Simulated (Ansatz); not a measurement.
Ansatz (an electronic-structure program) input (PBE0/def2-TZVP):

Ansatz 0.2 input:
```yaml
crystal:
  periodic: [false, false, false]
  atoms:
    - {symbol: O, position_ang: [1.96946540, -0.09196983, 0.48535640]}
    - {symbol: C, position_ang: [0.69896131, 0.09212654, 0.10770078]}
    - {symbol: C, position_ang: [0.06274568, 1.08188056, -0.54579633]}
    - {symbol: C, position_ang: [-1.31224408, 0.73583148, -0.67239034]}
    - {symbol: C, position_ang: [-1.42659284, -0.47357895, -0.07208294]}
    - {symbol: O, position_ang: [-0.19879993, -0.88632719, 0.41437876]}
    - {symbol: H, position_ang: [2.04222819, -0.94042763, 0.94050529]}
    - {symbol: H, position_ang: [-2.10097748, 1.29956986, -1.13937712]}
    - {symbol: H, position_ang: [-2.24379493, -1.15032391, 0.09640363]}
basis:
  gaussian:
    orbitals: def2-TZVP
hamiltonian:
  xc: {name: PBE0}
magnetization: {spin_polarized: true, initial_magnetization: 1}
```

End of the output:

```
integrals: 0.11 GiB planned
1154 factors; their error is unknown
0.34 GiB of the device are held for the grids
1.07 GiB of device memory are held for the factors and their scratch space
mean field: 1.10 GiB planned
mean field evaluation 1: about -8272.3061 eV, gradient 4.2e1 eV
mean field evaluation 2: about -8259.7235 eV, gradient 6.2e1 eV
mean field evaluation 4: about -8279.8448 eV, gradient 1.6e1 eV
mean field evaluation 8: about -8281.1662 eV, gradient 5.0e-1 eV
mean field evaluation 16: about -8281.1727 eV, gradient 4.2e-3 eV
mean field evaluation 32: about -8280.0190 eV, gradient 4.1e0 eV
mean field -8281.17271811 eV, -304.3274842101 hartree, gradient 3.8e-5 eV, S^2 0.760091; 3 other end points of the search recorded, 0 dependent functions left out
reference -8281.17274416 eV, -304.3274851673 hartree; 22, 21 occupied and 182, 183 virtual orbitals, 1154 factors
Total energy: -8281.17274416 eV, -304.3274851673 hartree
```

It need not be the lowest isomer of its formula.
